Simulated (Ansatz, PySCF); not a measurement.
Input for Ansatz (a first-principles code):
Ansatz 0.2 input:
```yaml
crystal:
  periodic: [false, false, false]
  atoms:
    - {symbol: Al, position_ang: [-0.00852086, 0.11601664, 0.09405889]}
    - {symbol: H, position_ang: [0.59235466, -1.44177485, 0.61327871]}
    - {symbol: H, position_ang: [-0.41209475, 1.22776837, -0.98292216]}
    - {symbol: H, position_ang: [-0.06948873, -1.29420984, -0.85312208]}
basis:
  gaussian:
    orbitals: def2-TZVP
magnetization: {spin_polarized: true, initial_magnetization: 2}
correlation: {method: mp2, electrons: outside_noble_gas}
accuracy: high
```

Convert this to an input for PySCF.

One answer among several that fit: 
```python
from pyscf import gto, scf, mp

mol = gto.Mole()
mol.atom = '''
    Al   -0.008521    0.116017    0.094059
    H     0.592355   -1.441775    0.613279
    H    -0.412095    1.227768   -0.982922
    H    -0.069489   -1.294210   -0.853122
'''
mol.basis = 'def2-tzvp'
mol.charge = 0
mol.spin = 2
mol.verbose = 4
mol.build()

mf = scf.UHF(mol)
mf.kernel()

pt = mp.MP2(mf, frozen=5)
pt.kernel()
print('E(MP2) = %.10f' % pt.e_tot)
```

Both were run: Ansatz gave -243.570909 Eh and PySCF -243.570909 Eh, 0.000 mEh apart.
